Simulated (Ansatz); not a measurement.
Relaxation of C2H5ClSi (9 atoms, charge 0, multiplicity 1), to a largest force component of 0.015 eV/Å in at most 40 steps.

Level of theory: RKS B3LYP-D4/cc-pVDZ in Ansatz.

```xyz
9
Properties=species:S:1:pos:R:3:forces:R:3
Si -0.938 0.344 0.845 0.38 -0.48 -0.29
C 0.225 -0.733 -0.178 -0.55 0.61 -0.03
C 1.093 -1.572 0.360 0.16 -0.15 -0.22
Cl 1.234 -1.749 2.065 0.24 -0.25 0.95
H -1.771 1.141 -0.055 -0.34 0.34 -0.36
H -1.767 -0.559 1.646 -0.42 -0.21 0.38
H -0.144 1.214 1.715 0.23 0.41 0.37
H 0.200 -0.682 -1.257 0.03 -0.01 -0.57
H 1.777 -2.207 -0.186 0.27 -0.26 -0.23
```

**Question.** Where does it end, and by what steps?

**Answer.** It converged. After 4 steps the energy has fallen by 0.079 eV; Cl4 moved furthest, 0.13 Å.

| step | energy less start (eV) | largest force component (eV/Å) | accepted |
| --- | --- | --- | --- |
| 0 | 0.0000 | 0.952 | yes |
| 1 | -0.0700 | 0.418 | yes |
| 2 | -0.0773 | 0.224 | yes |
| 3 | -0.0779 | 0.131 | yes |
| 4 | -0.0795 | 0.014 | yes |

```xyz
9
Properties=species:S:1:pos:R:3
Si -0.952 0.344 0.849
C 0.227 -0.736 -0.154
C 1.119 -1.591 0.352
Cl 1.330 -1.842 2.078
H -1.771 1.143 -0.113
H -1.857 -0.499 1.687
H -0.190 1.274 1.737
H 0.205 -0.681 -1.249
H 1.799 -2.215 -0.233
```

Whether the end is a true minimum wasn't checked by a vibrational analysis.

The run took 27 s on 1 thread of Arm Neoverse V1, on a shared host, peak memory 0.27 GiB.
